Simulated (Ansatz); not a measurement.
The cluster Sc2N2. Total charge 0; singlet. Geometry r2SCAN-D4/def2-SVP.

```xyz
4

Sc   -0.020   -0.170    1.380
Sc    1.390   -0.717   -0.950
N    -1.168    0.686    0.139
N    -0.202    0.200   -0.569
```

The restricted singlet is unstable towards broken spin symmetry in Hartree–Fock (as tested in another run); at PBE-D4/def2-TZVP, revPBE-D4/def2-TZVP, r2SCAN-D4/def2-TZVP, PBE0-D4/def2-TZVP and others this wasn't settled. No other spin state of charge 0 was run. Another isomer (singlet) lies 2.09 eV lower at PBE0-D4/def2-TZVP; other spin states weren't run for this one.

(1) Estimate the orbital energies around the gap (eV) in Ansatz with PBE-D4/def2-TZVP, revPBE-D4/def2-TZVP, r2SCAN-D4/def2-TZVP, PBE0-D4/def2-TZVP, CAM-B3LYP-D4/def2-TZVP.

## Answers

(1) 
| orbital | PBE-D4/def2-TZVP | revPBE-D4/def2-TZVP | r2SCAN-D4/def2-TZVP | PBE0-D4/def2-TZVP | CAM-B3LYP-D4/def2-TZVP |
| --- | --- | --- | --- | --- | --- |
| HOMO−9 | -31.26 | -31.24 | -32.38 | -34.34 | -35.82 |
| HOMO−8 | -30.80 | -30.77 | -31.95 | -33.95 | -35.43 |
| HOMO−7 | -22.48 | -22.47 | -23.61 | -25.18 | -26.51 |
| HOMO−6 | -12.84 | -12.84 | -13.65 | -14.96 | -16.34 |
| HOMO−5 | -8.38 | -8.30 | -8.66 | -9.69 | -11.02 |
| HOMO−4 | -8.24 | -8.16 | -8.54 | -9.67 | -10.98 |
| HOMO−3 | -7.99 | -7.93 | -8.31 | -9.45 | -10.78 |
| HOMO−2 | -3.90 | -3.82 | -3.97 | -4.80 | -5.93 |
| HOMO−1 | -3.63 | -3.54 | -3.66 | -4.27 | -5.20 |
| HOMO | -3.20 | -3.13 | -3.24 | -3.89 | -4.94 |
| LUMO | -2.48 | -2.37 | -2.30 | -2.02 | -1.40 |
| LUMO+1 | -2.23 | -2.14 | -2.05 | -1.10 | 0.03 |
| LUMO+2 | -2.23 | -2.11 | -1.99 | -1.06 | 0.05 |
| LUMO+3 | -1.44 | -1.33 | -1.22 | -0.68 | 0.14 |
| LUMO+4 | -1.40 | -1.32 | -1.21 | -0.63 | 0.26 |
| LUMO+5 | -1.25 | -1.17 | -1.04 | -0.60 | 0.34 |
